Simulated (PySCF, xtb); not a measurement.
CH9HfN3, SMILES [NH2][Hf]([CH3])([NH2])[NH2], multiplicity 1. Other conformers were not sampled.

Harmonic wavenumbers (cm⁻¹) from xtb with GFN2-xTB at its own minimum, in rising order: 43, 56, 66, 72, 80, 96, 105, 123, 139, 299, 340, 361, 387, 422, 424, 435, 449, 455, 466, 489, 495, 1248, 1508, 1509, 1541, 1544, 1546, 2886, 2908, 2921, 3288, 3297, 3299, 3301, 3313, 3314.

Task: What does PBE-D3(BJ)/def2-SVP in PySCF give at its own minimum? (Estimate from the structure and the level; the computed values follow.)

Result: 112, 127, 127, 142, 142, 151, 220, 220, 285, 407, 429, 429, 440, 454, 454, 483, 506, 506, 611, 611, 614, 1128, 1363, 1363, 1456, 1456, 1456, 2931, 3024, 3024, 3443, 3443, 3445, 3538, 3538, 3539. Paired by order, the mean absolute difference is 104 cm⁻¹ and the zero-point energies are 61.8 and 65.2 kcal/mol.
